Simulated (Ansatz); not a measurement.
Calculated with Ansatz (gas phase, PBE0-D4/def2-TZVP geometries, no zero-point term in ΔE). CCSD(T)/CBS adds triple-zeta CCSD(T) − MP2 to the extrapolated MP2 energy (def2 sets, frozen cores). This one scheme is used for every species. DFT in def2-TZVPP. B3LYP here is the variant with VWN-RPA as its local correlation; programs differ in this. For Ge outer-core shells are correlated without core-valence functions, which leaves a few kJ/mol of doubt a bond. Scalar relativity is left out up to krypton. Each species was taken in one conformer, which may not be the lowest.

Reaction (formal loss of a carbene): `F[CH](F)[GeH2][SiH3]` → `F[C]F` + `[SiH3][GeH3]`

CCSD(T)/CBS gives +234.0 kJ/mol.

Task: Another level gave +243.5 kJ/mol. Which?
A. HF/def2-TZVPP
B. B3LYP/def2-TZVPP
C. PBE0/def2-TZVPP
D. ωB97M-V/def2-TZVPP

Result: C. PBE0 243.5, B3LYP 222.3, HF/def2-TZVPP 192.4, ωB97M-V 227.2 kJ/mol.

Largest T1 diagnostic among the species: 0.017.

From PBE to PBE0 (25 % exact exchange), in def2-TZVPP and without D4, ΔE moves by +8.6 kJ/mol. The D4 term adds +11.7 kJ/mol with B3LYP and +6.5 kJ/mol with PBE0; it sums over pairs of atoms, weighted by their polarisabilities, and B3LYP, whose exchange is more repulsive, gets the larger term. In def2-TZVPP, CCSD(T) changes the Hartree–Fock value by +34.4 kJ/mol (the triples alone add +0.6 kJ/mol) and MP2 by +55.3 kJ/mol.
